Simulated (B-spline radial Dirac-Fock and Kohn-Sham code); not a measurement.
**Core-level shifts of iodine with charge state**

Model: Dirac-Fock ΔSCF + Breit + QED. Program: a radial B-spline solver. Each ion is free and in its tabulated ground configuration. No correlation.

Reference: I⁴⁵⁺, [He] 2s2 2p4, with K 36774.5 eV. Shifts from it, in eV (a dash: the subshell is empty, belongs to an open shell averaged over j, or its hole state is left out as unreliable):

```
 ion  configuration        K
I⁴⁶⁺   [He] 2s2 2p3   +326.8
I⁴⁷⁺   [He] 2s2 2p2   +658.3
I⁴⁸⁺   [He] 2s2 2p1   +994.4
I⁴⁹⁺       [He] 2s2  +1335.2
I⁵⁰⁺       [He] 2s1        –
I⁵¹⁺            1s2        ?
I⁵²⁺            1s1  +2947.2
```

Q: Give the missing shifts for I⁵¹⁺.

A: K +1939.9 (eV).

Values without a named source are computed, but for edge energies of neutral atoms, which are taken from tables.
